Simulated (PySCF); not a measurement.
This script is equivalent to a calculation on Ru(3+) (ruthenium, charge +3).

```python
from pyscf import gto, scf, dft, mp, cc
import basis_set_exchange as bse
mol = gto.M(atom="Ru 0 0 0", charge=3, spin=5, symmetry="D2h",
            basis=gto.basis.parse(bse.get_basis("aug-cc-pVTZ-DK", elements=["Ru"], fmt="nwchem")),
            nucmod="G")
mf = dft.UKS(mol, xc="PBE").sfx2c1e()
mf.irrep_nelec = {'Ag': (8, 6), 'B1g': (2, 1), 'B2g': (2, 1), 'B3g': (2, 1), 'B1u': (3, 3), 'B2u': (3, 3), 'B3u': (3, 3)}
mf.kernel()
```

Question: What total energy does it give?

Answer: -4527.85 hartree (calculated).

Question: Which occupied shell lies highest, and where?

Answer: 4d α, at -38.878 eV.

Question: What is ⟨S²⟩, and what would a pure spin state give?

Answer: 8.750, against 8.75.
